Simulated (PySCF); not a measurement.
A structure optimised at PBE-D3(BJ)/def2-SVP, used in a PySCF frequency run:

```
Ge
N 1 1.8407
H 2 1.0269 1 113.48
H 2 1.0272 3 107.59 1 -126.07
H 1 1.5479 2 107.28 3 54.22
C 1 1.9501 5 115.49 2 -121.67
H 6 1.1063 1 109.95 5 -60.33
H 6 1.1072 7 108.58 1 120.04
H 6 1.1073 7 109.54 8 119.23
Cl 1 2.2133 5 106.06 2 120.55
```

**Question.** Write its SMILES and formula.

**Answer.** [CH3][Ge@H]([NH2])[Cl], CH₆ClGeN

**Question.** What are its rotational constants (standard atomic weights)?

**Answer.** 4.9636, 2.6640, 2.0185 GHz
